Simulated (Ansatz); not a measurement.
Consider the cleavage of the Si–Si bond: `O[SiH2][Si](O)(Cl)Cl` + H₂Se → `O[SiH2][SeH]` + `O[SiH](Cl)Cl`.

Isolated molecules relaxed with PBE0-D4/def2-TZVP in Ansatz; ΔE leaves out vibrations. CBS: MP2 limit from def2 TZ/QZ plus the TZ coupled-cluster correction, frozen cores. This one scheme is used for every species. DFT in def2-TZVPP. For Se outer-core shells are correlated without core-valence functions, which leaves a few kJ/mol of doubt a bond. Scalar relativity is left out up to krypton. One conformer a species, not always the lowest.

`O[SiH2][Si](O)(Cl)Cl`:

Cartesian coordinates in Å:
```
O 0.919 -1.832 -0.992
Si 1.252 -0.293 -0.509
Si -0.545 0.594 0.702
O -1.889 0.341 -0.190
Cl -0.773 -0.285 2.546
Cl -0.279 2.603 1.047
H 0.099 -1.979 -1.466
H 2.455 -0.363 0.352
H 1.505 0.622 -1.657
H -2.744 0.592 0.166
```

H₂Se:

Cartesian coordinates in Å:
```
Se -0.022 0.667 0.151
H -0.348 -0.127 -1.038
H 0.370 -0.540 0.887
```

`O[SiH2][SeH]`:

Cartesian coordinates in Å:
```
O -1.328 -0.574 0.754
Si 0.222 -0.088 0.520
Se 0.965 -0.417 -1.612
H -1.979 -0.316 0.100
H 0.400 1.356 0.814
H 1.037 -0.934 1.416
H 0.684 0.973 -1.992
```

`O[SiH](Cl)Cl`:

```xyz
6

O     0.508    0.810    0.939
Si   -0.343   -0.046   -0.142
Cl   -0.263   -2.044    0.270
Cl    0.383    0.218   -2.031
H     1.447    0.642    1.038
H    -1.732    0.420   -0.073
```

CCSD(T)/CBS gives -79.5 kJ/mol.

Task: Another level gave -75.5 kJ/mol. Which?
A. r2SCAN-D4/def2-TZVPP
B. HF/def2-TZVPP
C. PBE/def2-TZVPP
D. PBE-D4/def2-TZVPP

Result: A. r2SCAN-D4 -75.5, HF/def2-TZVPP -87.5, PBE-D4 -64.4, PBE -68.7 kJ/mol.

Largest T1 diagnostic among the species: 0.011.

From PBE to PBE0 (25 % exact exchange), in def2-TZVPP and without D4, ΔE moves by −5.4 kJ/mol. The D4 term adds +6.7 kJ/mol with B3LYP and +4.2 kJ/mol with PBE0; it sums over pairs of atoms, weighted by their polarisabilities, and B3LYP, whose exchange is more repulsive, gets the larger term.

B3LYP here is the variant with VWN-RPA as its local correlation; programs differ in this.
